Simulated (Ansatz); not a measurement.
**Relative stability**

The two ends of one reaction step of BN2H8F, closed shell (PBE0-D4/def2-TZVP).

A:

B1  (-1.229, -1.115, -0.767)
N2  (-0.019, -1.774, -0.559)
H3  (-1.401, -0.543, -1.801)
H4  (-2.049, -1.135, 0.101)
H5  (-0.260, 2.090, 0.506)
F6  (-1.061, 2.599, 0.342)
H7  (0.896, 0.246, 0.405)
N8  (1.079, 1.179, 0.762)
H9  (0.686, -1.861, -1.272)
H10  (0.164, -2.339, 0.254)
H11  (1.305, 1.104, 1.746)
H12  (1.889, 1.549, 0.282)
(Å)

B:

```csv
atom,x (Å),y (Å),z (Å)
B1,-1.2955,-0.3766,-0.6357
N2,0.0298,-1.1925,-0.1495
H3,-0.9403,0.2499,-1.6192
H4,-2.1587,-1.2037,-0.8563
H5,0.2998,1.5022,0.7688
F6,-1.5961,0.4590,0.4649
H7,0.7344,-0.4891,0.1481
N8,1.2831,1.2604,0.6684
H9,0.4058,-1.7613,-0.8999
H10,-0.1816,-1.7986,0.6368
H11,1.7531,1.4986,1.5326
H12,1.6664,1.8517,-0.0588
```

Ansatz 0.2.0; basis: def2-TZVPP; cores frozen in the correlated methods. B3LYP uses VWN-RPA correlation.

**Question.** Which structure is lower at CCSD(T), and by how much? (Judge from chemistry; the value comes from the calculation.)

**Answer.** Computed: B, by 82.3 kJ/mol (electronic energy, against the other). By their contacts, A is a complex of BNH₄ ([BH2][NH2]) + NH₃ + HF and B is a complex of BNH₅F ([NH3][BH2][F]) + NH₃.

All methods give the same order:

```
      method  E(B) − E(A) (kJ/mol)
       SPW92                -103.4
      PBE-D4                 -78.6
     BLYP-D4                 -68.6
   r2SCAN-D4                 -86.6
      B97M-V                 -89.0
     PBE0-D4                 -83.2
    B3LYP-D4                 -73.8
  r2SCAN0-D4                 -88.1
    BHLYP-D4                 -80.0
CAM-B3LYP-D4                 -80.1
     wB97X-V                 -83.4
     wB97M-V                 -82.1
      B2PLYP                 -74.8
    PBE-QIDH                 -86.2
  RPA on PBE                 -81.3
          HF                 -66.2
         MP2                 -81.2
        CCSD                 -80.8
     CCSD(T)                 -82.3
```

T1 diagnostic: at most 0.011.

Labels in which every atom is bracketed show which atoms are joined, not bond orders.

For scale, one of the runs: CCSD(T)/def2-TZVPP, 236 basis functions, launched by `ansatz run in.yaml --threads 4 --pin off --events-out ev --progress --plain --max-ram 9574MiB`. Hardware: 4 CPU threads of an Arm Neoverse V2, shared host. Wall time 98 s; peak host memory 4.6 GiB.
